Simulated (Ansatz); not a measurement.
Born–Oppenheimer molecular dynamics of ClGeH3 (5 atoms, charge 0, multiplicity 1). It starts from a relaxed structure.

Computed with RKS PBE-D4/def2-SVP in Ansatz 0.2.0.

- ensemble: NVT, Langevin thermostat
- time step: 0.5 fs
- steps asked: 150
- set temperature: 50 K
- friction: 0.005 /fs
- seed: 4012

First frame:

```xyz
5
Properties=species:S:1:pos:R:3
Ge 0.011 -0.019 0.008
H -0.015 0.027 1.555
H 1.461 0.027 -0.532
Cl -1.017 1.763 -0.720
H -0.753 -1.251 -0.532
```

(1) What does the run give?

(2) What happens to the structure?

(3) How do temperature and energy run in time?

Results:

(1) All steps were run.

| Quantity | Value |
| --- | --- |
| steps done | 150 |
| time covered | 75 fs |
| mean temperature over the second half | 27 K |
| spread of the potential energy over the second half | 0.7 meV per atom |
| mean potential energy of the second half above the start | 1.8 meV per atom |

The mean temperature of the second half is 45 % below the set value. A run of 0.075 ps of so small a system gives no equilibrium averages.

(2) The same pairs are bonded in the first frame and the last. Pairs count as bonded within 1.25 times the sum of covalent radii (0.12 Å more for H–H). This is one draw of velocities; another would differ in detail.

(3) 
| time (fs) | T (K) | potential energy less start (eV) |
| --- | --- | --- |
| 0.0 | 40 | 0.000 |
| 2.5 | 33 | 0.005 |
| 5.0 | 19 | 0.012 |
| 7.5 | 23 | 0.011 |
| 10.0 | 21 | 0.014 |
| 12.5 | 16 | 0.017 |
| 15.0 | 30 | 0.008 |
| 17.5 | 41 | 0.004 |
| 20.0 | 38 | 0.011 |
| 22.5 | 41 | 0.010 |
| 25.0 | 47 | 0.005 |
| 27.5 | 28 | 0.015 |
| 30.0 | 25 | 0.018 |
| 32.5 | 43 | 0.008 |
| 35.0 | 33 | 0.011 |
| 37.5 | 29 | 0.012 |
| 40.0 | 41 | 0.004 |
| 42.5 | 37 | 0.007 |
| 45.0 | 21 | 0.016 |
| 47.5 | 26 | 0.011 |
| 50.0 | 25 | 0.009 |
| 52.5 | 19 | 0.013 |
| 55.0 | 29 | 0.009 |
| 57.5 | 31 | 0.004 |
| 60.0 | 23 | 0.007 |
| 62.5 | 21 | 0.009 |
| 65.0 | 25 | 0.008 |
| 67.5 | 26 | 0.011 |
| 70.0 | 24 | 0.011 |
| 72.5 | 32 | 0.006 |
| 75.0 | 35 | 0.003 |

Run time: 2.4 min on 1 thread of Arm Neoverse V2, with other jobs on the host, peak memory 0.1 GiB.
